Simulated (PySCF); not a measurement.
# Ionisation energy of Cl⁺ by level of theory

Cl⁺ [Ne] 3s2 3p4 (3P) → Cl²⁺ [Ne] 3s2 3p3 (4S), as a difference of total energies. All numbers are calculated (PySCF 2.14, the spin-free X2C one-electron Hamiltonian (Gaussian nucleus), in aug-cc-pVDZ-DK (5s4p2d, 27 functions)). Correlated levels: valence: [Ne] frozen. The calculations carry no spin-orbit coupling.

```tsv
method	ionisation energy (eV)	error (eV)
UHF	22.510	-1.261
MP2 (valence)	23.031	-0.740
SCS-MP2 (valence)	23.050	-0.721
CCSD (valence)	23.053	-0.718
CCSD(T) (valence)	23.069	-0.702
CCSDT (valence)	23.072	-0.699
```

Reference: 23.771 eV (measured; NIST levels, between the centres of gravity of the two terms).

Errors of the correlated levels include the incompleteness of this basis and the frozen core.
